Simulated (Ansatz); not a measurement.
A nudged elastic band was laid between two geometries of H₉N₃O₂Zr (15 atoms, charge 0, multiplicity 1).

Theory: RHF/def2-SVP in Ansatz 0.2.0.

```
movable images  : 7
climbing image  : yes
spring          : 5.0 eV/Å²
optimiser       : quadratic models (default)
start path      : through a guess of the saddle point
force threshold : 0.5 eV/Å
iteration limit : 60
end points      : relaxed
```

First end point:

```xyz
15
Properties=species:S:1:pos:R:3
Zr -0.160 -0.019 0.183
N 0.096 -0.119 2.253
H -0.510 0.158 3.004
H 1.008 -0.277 2.648
O 1.686 -0.118 -0.392
H 2.548 -0.260 -0.734
N -0.805 1.700 -0.768
H -1.701 2.134 -0.637
H -0.251 2.277 -1.376
N -1.117 -1.751 -0.601
H -0.932 -2.682 -0.266
H -1.376 -1.834 -1.571
O -2.535 0.065 0.949
H -2.675 -0.766 0.496
H -2.754 -0.071 1.859
```

Last end point:

```xyz
15
Properties=species:S:1:pos:R:3
Zr -0.644 -0.440 0.075
N -0.311 0.758 2.298
H 0.438 0.298 2.789
H -0.114 1.744 2.293
O 1.159 -1.125 0.434
H 2.074 -1.333 0.416
N -0.925 1.521 -0.587
H -1.105 2.359 -0.065
H -0.947 1.756 -1.564
N -0.966 -1.383 -1.744
H -1.766 -1.289 -2.345
H -0.338 -2.045 -2.165
O -2.108 -1.156 1.227
H -2.767 -1.825 1.167
H -1.161 0.600 2.816
```

Question: Which bonds break or form, and what moves?

Answer: Bonds broken: O13–H15. Bonds formed: N2–H15.

Question: Give the energies along the band, and the barrier.

Answer: The run converged. The highest image is number 3 of 0 to 8, 23.8 kJ/mol above the first end and 113.6 kJ/mol above the last; the last end lies 89.8 kJ/mol below the first. The threshold of 0.5 eV/Å is loose, so the images may lie well off the minimum-energy path. The order of the point at the top wasn't checked. The orbitals stay closed-shell, which can raise the energy where a bond breaks towards radicals; this wasn't checked here.

| image | path coordinate (Å) | energy (kJ/mol) | O13–H15 (Å) | N2–H15 (Å) |
| --- | --- | --- | --- | --- |
| 0 | 0.00 | 0.0 | 0.95 | 2.88 |
| 1 | 1.07 | 9.0 | 0.95 | 2.86 |
| 2 | 2.15 | 12.8 | 0.95 | 2.52 |
| 3 | 3.21 | 23.8 | 0.99 | 1.73 |
| 4 | 4.30 | -46.1 | 1.80 | 1.01 |
| 5 | 5.39 | -75.3 | 2.29 | 1.00 |
| 6 | 6.48 | -82.0 | 2.62 | 1.01 |
| 7 | 7.58 | -84.2 | 2.59 | 1.01 |
| 8 | 8.67 | -89.8 | 2.55 | 1.01 |

Question: What is the geometry of the highest image?

Answer: 
```xyz
15
Properties=species:S:1:pos:R:3
Zr -0.244 -0.060 0.062
N -0.168 0.109 2.256
H -0.060 -0.694 2.856
H 0.362 0.856 2.674
O 1.617 -0.255 -0.464
H 2.429 -0.724 -0.526
N -0.780 1.779 -0.704
H -1.719 2.137 -0.670
H -0.222 2.426 -1.234
N -0.985 -1.750 -0.907
H -1.860 -2.212 -0.740
H -0.598 -2.135 -1.753
O -2.356 -0.200 1.089
H -3.041 -0.838 1.193
H -1.856 -0.001 1.915
```

Time of the run: 83 s on 4 threads of Intel(R) Xeon(R) 6975P-C (Granite Rapids), with other jobs on the host, peak memory 0.42 GiB.
